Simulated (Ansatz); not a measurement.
`[SiH3][O][Cd][Br]` + H–F → `[F][Cd][O][SiH3]` + HBr at 298.15 K and 1 bar (ligand exchange at a Cd–Br bond).

Gas-phase electronic energies from Ansatz, PBE0-D4/def2-TZVP geometries. CCSD(T)/CBS adds triple-zeta CCSD(T) − MP2 to the extrapolated MP2 energy (def2 sets, frozen cores). This one scheme is used for every species. Elements past krypton have def2 core potentials. For Br, Cd outer-core shells are correlated without core-valence functions, which leaves a few kJ/mol of doubt a bond. Scalar relativity is left out up to krypton. One conformer a species, not always the lowest.

| species | CCSD(T)/CBS energy (Eh) | H − E (kJ/mol) | S (J/(mol·K)) |
| --- | --- | --- | --- |
| `[SiH3][O][Cd][Br]` | -3107.18482 | 98.6 | 378.9 |
| H–F | -100.39570 | 33.5 | 173.6 |
| `[F][Cd][O][SiH3]` | -633.61664 | 99.9 | 354.9 |
| HBr | -2573.91920 | 24.6 | 198.6 |

H − E and S are ideal-gas, rigid-rotor, harmonic terms from PBE0-D4/def2-TZVP, for one conformer and one mirror image of each species. 1 Eh = 2625.50 kJ/mol, R = 8.31446 J/(mol·K).

Question: By hand: ΔE, ΔH, ΔS and ΔG.

Answer: ΔE = (-633.61664) + (-2573.91920) − (-3107.18482) − (-100.39570) = 0.04468 Eh = 117.3 kJ/mol. Δ(H − E) = 99.9 + 24.6 − 98.6 − 33.5 = -7.6, so ΔH = 109.7 kJ/mol. ΔS = 354.9 + 198.6 − 378.9 − 173.6 = 1.0 J/(mol·K). ΔG = 109.7 − 298.15 × (1.0)/1000 = 109.4 kJ/mol.

Question: By hand: the equilibrium constant, and the temperature at which ΔG would vanish if ΔH and ΔS stayed fixed.

Answer: log₁₀ K = −ΔG/(RT ln 10) = -19.2. ΔG = 0 at ΔH/ΔS = 109700 K, far beyond where these terms or the molecules hold.

The number of gas molecules stays the same, so ΔS is small and ΔH decides. A doubt of 5 kJ/mol in ΔE shifts log₁₀ K by 0.9 here. Other conformers and mirror images would add mixing entropy, several J/(mol·K) or more a flexible species. Modes under 60 cm⁻¹, often nearly free rotors, make the harmonic entropy too high. These are equilibria of isolated gas molecules and say nothing of rates. Largest T1 diagnostic: 0.016 (customary marks: 0.02 for closed shells, 0.045 for open ones).
